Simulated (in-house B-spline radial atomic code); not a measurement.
## RPA and G0W0 on B3LYP (VWN-RPA): the chlorine ion Cl²⁺

Configuration [Ne] 3s2 3p3, highest spin, mean-field start B3LYP (VWN-RPA). Computed with an all-electron radial atomic-structure program (B-spline basis): all electrons, scalar-relativistic (spin-free one-electron X2C), finite nucleus, each spin shell either full or empty, empty states to l = 9 with an (l + 1/2)⁻⁴ tail; G0W0 by contour deformation at full frequency.

Command:
```bash
python run_gw.py task.json out
```
Settings (radii: box in bohr, nucleus in fm):
```
Z                        17
electrons                15
configuration            [Ne] 3s2 3p3
hamiltonian              x2c
method                   b3lyp
lmax                     9
rms_radius               3.3654
spin_polarised           True
box_radius               17.55
intervals                70
```

Run time, properties included: 3.3 s on 1 thread of Arm Neoverse N1, with other jobs on the host.

Energies (hartree):

```csv
term,value
mean-field total,-460.24675
Hartree-Fock functional on these orbitals,-459.63475
direct second order,-1.0024
second-order exchange,0.36635
SOSEX correction,0.33181
```

(1) What is the RPA correlation energy, and what remains with SOSEX?

Quasi-particle levels (eV):

```csv
level,occupied,mean field,Σx - vxc,Σc,QP weight,G0W0
3p up,yes,-34.42,-5.14,?,?,?
3s down,yes,-43.85,-2.81,-2.09,0.931,-48.75
3p down,no,-28.301,7.05,-2.95,0.931,-24.198
```

G0W0 = mean field + (Σx - vxc) + Σc, with Σc (partial-wave tail included) taken at the quasi-particle energy. Only the outer levels were computed. Levels of low weight are left out.

(2) Where does G0W0 put 3p up?

Answers

(1) RPA gives -0.87828 hartree (-1.59 eV per electron); RPA + SOSEX gives -0.54647, and the second-order doubles -0.6361 hartree (no singles). RPA lacks exchange-type terms and so overcorrelates at short range.

(2) At -39.64 eV, with Σc = -0.08 eV and a quasi-particle weight of 0.929. The tabulated removal energy is 39.8 ± 0.11 eV (NIST, semi-empirical); the calculation leaves out spin-orbit coupling, Breit and QED terms, and what these don't explain is the method's own error.
